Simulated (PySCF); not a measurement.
Vertical excitations of a molecule C3H5, multiplicity 2 from TDA-LC-ωPBE/def2-SVPD in PySCF 2.14.0, as energy in eV (oscillator strength): 3.41 (0.001), 4.67 (0.000), 5.04 (0.003), 7.22 (0.015), 7.68 (0.019), 7.84 (0.081), 7.99 (0.004), 8.17 (0.059), 8.27 (0.028), 8.46 (0.098). Geometry: B3LYP-D3(BJ)/def2-TZVP. Other conformers were not sampled.

Problem. Identify the compound among the candidates.
A. C=[C]C
B. [CH]=CC
C. [CH2]C=C

Solution. B, [CH]=CC
